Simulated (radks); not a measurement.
The numbers below are computed, except where a source is named.
Tb II, configuration [Xe] 4f9 6s1. Code: a radial shooting solver on a logarithmic mesh with Libxc functionals. Model: Dirac Kohn-Sham, Slater X-alpha with alpha = 0.976, spin-unpolarised, spherical densities, point nucleus; open shells fill j = l - 1/2 first.

Unscreened Slater integrals over Kohn-Sham orbitals (eV). Large and small components are both included.

F0(6s1/2,6s1/2): 6.8947
F0(6s1/2,4f7/2): 8.9770
G3(6s1/2,4f7/2): 0.34161
F0(6s1/2,4f5/2): 8.9857
G3(6s1/2,4f5/2): 0.33274
F0(6s1/2,5p3/2): 8.5244
G1(6s1/2,5p3/2): 0.73072
F0(4f7/2,4f7/2): 30.282
F2(4f7/2,4f7/2): 14.111
F4(4f7/2,4f7/2): 8.8000
F6(4f7/2,4f7/2): 6.3161
F0(4f7/2,4f5/2): 30.511
F2(4f7/2,4f5/2): 14.230
F4(4f7/2,4f5/2): 8.8768
G2(4f7/2,4f5/2): 14.197
G4(4f7/2,4f5/2): 8.8569
G6(4f7/2,4f5/2): 6.3580
F0(4f7/2,5p3/2): 18.873
F2(4f7/2,5p3/2): 6.4024
G2(4f7/2,5p3/2): 3.3822
G4(4f7/2,5p3/2): 2.5872
F0(4f5/2,4f5/2): 30.744
F2(4f5/2,4f5/2): 14.354
F4(4f5/2,4f5/2): 8.9564
F0(4f5/2,5p3/2): 18.931
F2(4f5/2,5p3/2): 6.3532
G2(4f5/2,5p3/2): 3.2998
G4(4f5/2,5p3/2): 2.5342
F0(5p3/2,5p3/2): 15.703
F2(5p3/2,5p3/2): 8.4356
